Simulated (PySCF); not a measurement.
Distances in Å between the heavy atoms of a computed structure (PBE0-D3(BJ)/def2-SVP; lower triangle, same order across):
```
C1    0.00
C2    1.33  0.00
O3    2.36  1.36  0.00
Si4   3.91  2.72  1.66  0.00
C5    4.67  3.35  2.86  1.86  0.00
N6    5.41  4.12  3.87  3.02  1.16  0.00
```

Hydrogens: 2 on C1, 1 on C2, 2 on Si4.

Charge 0, singlet.

Question: Which heavy atoms are bonded, and with what formal order?

Answer: C1–C2 (double); C2–O3 (single); O3–Si4 (single); Si4–C5 (single); C5–N6 (triple).

Question: Write the SMILES.

Answer: `C=CO[SiH2]C#N`, C3H5NOSi. Among its features: cyano group on a heteroatom, C=C double bond, Si–H bond and C–Si bond.

Question: Describe the place of each heavy atom.

Answer: C1: terminal =CH2 carbon; C2: vinylic carbon bearing oxygen; O3: silyl ether oxygen; Si4: oxygen-bound silicon; C5: cyano carbon; N6: cyano nitrogen.

Conformer computed: `[CH2:1]=[CH:2][O:3][SiH2:4][C:5]#[N:6]`: C1–C2–O3–Si4 -159°, C2–O3–Si4–C5 -47°.
